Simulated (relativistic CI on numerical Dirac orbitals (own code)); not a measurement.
**Sensitivity of the levels of Mn XXV to α and to the nuclear radius**

Computed by Dirac equation for one electron (own radial code, finite nucleus).

Configuration list: 1s, 2s, 2p. Levels of other configurations are missing.

With x = (α/α₀)² − 1 an excitation energy changes as ω = ω₀ + qx; K = 2q/ω₀ is the relative enhancement. Terms are leading LS components, so labels can repeat. The field-shift factor is F = δν/δ⟨r²⟩ for the transition from the lowest level.

Lowest level 1s 2S_1/2.

```csv
Level,ω₀ (cm⁻¹),q (cm⁻¹),K,F (GHz/fm²)
2p 2P°_1/2,51837345,405400,0.0156,-738
2s 2S_1/2,51837390,405400,0.0156,-641
2p 2P°_3/2,51983045,554200,0.0213,-738
```
